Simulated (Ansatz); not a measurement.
Ansatz (a first-principles code) input (MP2/6-31G* with LANL2DZ past Ar): The .json file joins the Basis Set Exchange's 6-31G* for atoms up to Ar and LANL2DZ past it.

Ansatz 0.2 input:
```yaml
crystal:
  periodic: [false, false, false]
  atoms:
    - {symbol: Te, position_ang: [-0.00000000, -0.00000000, -0.03140517]}
    - {symbol: H, position_ang: [0.00000000, 0.00000000, 1.63306904]}
basis:
  gaussian:
    orbitals: 6-31Gs+LANL2DZ.json
magnetization: {spin_polarized: true, initial_magnetization: 1}
correlation: {method: mp2, electrons: outside_noble_gas}
relax: {f_tol: 0.003, max_steps: 120}
```

Predict the final energy.

-8.43399 Eh.
